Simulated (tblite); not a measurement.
Compound: CH7Ge2NSi.
Atom-mapped SMILES: `[N:1]#[C:2][Ge@H:3]([SiH3:4])[GeH3:5]` (hydrogens: H6 on Ge3; H7, H8, H9 on Si4; H10, H11, H12 on Ge5)

Method: GFN2-xTB as coded in tblite; computed harmonic values from a numerical Hessian at the method's own geometry, unscaled. Against measured fundamentals such values can be off by several per cent, at times by over 20. Modes of hydrogen on germanium and silicon can be 10 to 20 % off.

Harmonic wavenumbers (cm⁻¹): 25.8, 33.3, 60.2, 67.1, 74.3, 232.0, 264.5, 304.4, 347.1, 364.5, 400.2, 456.7, 458.2, 474.1, 600.9, 666.5, 766.9, 769.4, 772.6, 794.1, 863.4, 865.9, 1812.8, 1916.8, 2011.6, 2023.2, 2248.7, 2260.6, 2276.2, 2318.7.

A = 1910, B = 1022, C = 726.1 MHz; mass 208.877 u (most abundant isotopes); point group C1, symmetry number 1.

Zero-point energy?

Half the sum of the wavenumbers: 13265 cm⁻¹ = 37.93 kcal/mol.

What is S at 298.15 K and 1 bar for an ideal gas of classical rigid rotors and harmonic oscillators?

Translation 41.94, rotation 29.81, vibration 36.92: S = 108.7 cal/(mol K).

And Cp and H(298.15 K) − H(0)?

Cp = 37.48 cal/(mol K), of which vibrations give 29.54 (their classical limit is 30 R = 59.6); H(298.15 K) − H(0) = 7.44 kcal/mol without the zero-point energy, 5.07 from vibrations.

What must be added to the electronic energy to get the Gibbs energy at 298.15 K and 1 bar?

ZPE + [H(298.15 K) − H(0)] − T·S = 37.93 + 7.44 − 32.40 = 12.97 kcal/mol.

Which modes carry the vibrational entropy at 298.15 K?

25.8 cm⁻¹: 6.13; 33.3 cm⁻¹: 5.62; 60.2 cm⁻¹: 4.45; 67.1 cm⁻¹: 4.24; 74.3 cm⁻¹: 4.04; 232.0 cm⁻¹: 1.86 cal/(mol K); the other 24 give 10.58 together.

How do the functions run with temperature in this model?

```tsv
T (K)	S (cal/(mol K))	Cp (cal/(mol K))	H − H(0) (kcal/mol)	G − H(0) (kcal/mol)	ln q(vib)
150	87.1	25.6	2.70	-10.37	5.44
250	102.3	34.3	5.71	-19.87	8.60
400	120.4	42.6	11.54	-36.64	12.82
600	139.1	49.4	20.78	-62.67	17.66
900	160.5	56.0	36.67	-107.76	23.73
```

q(vib) and H(0) count from the zero-point level.

Hindered rotation and anharmonicity are outside this model. The structure is chiral; the term R ln 2 for an equal mix with its mirror image is left out.

Time: 0.64 s of wall time. Hardware: one thread of an Arm Neoverse N1, shared host with 64 logical CPUs at a one-minute load of 61. This covers the Hessian and the dipole derivatives.
